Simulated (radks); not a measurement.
Results of a calculation; reference values are marked as such.
Ionisation of neutral nitrogen, [He] 2s2 2p3, to [He] 2s2 2p2 as the strength of local exchange is varied. Code: a radial shooting solver on a logarithmic mesh with Libxc functionals. Model: Dirac Kohn-Sham, Slater X-alpha exchange (alpha = 2/3 is LDA exchange), no correlation, spin-unpolarised, spherical densities, finite nucleus; open shells fill j = l - 1/2 first; Fermi nuclear charge, rms radius 2.5582 fm.

alpha  E(N) (hartree)  exchange (hartree)  IE (eV)  -e of the level emptied (eV)  <r> of it (bohr)
0.553       -52.64143            -4.62792   10.897                 4.809 (2p3/2)             1.577
0.667       -53.60275            -5.66711   12.374                 6.002 (2p3/2)             1.509
0.731       -54.14881            -6.26299   13.243                 6.718 (2p3/2)             1.474
0.916       -55.75280            -8.03560   15.907                 8.971 (2p3/2)             1.386
0.989       -56.39613            -8.75547   17.020                 9.931 (2p3/2)             1.355

NIST Atomic Spectra Database: 14.534 eV (measured). The Delta-SCF value meets it near alpha = 0.82. Spin polarisation and multiplet splitting are left out, so open shells lie too high by an amount that depends on their filling.

Beside tabulated values, note that spin-unpolarised runs miss the spin-polarisation part of the exchange energy of open shells.
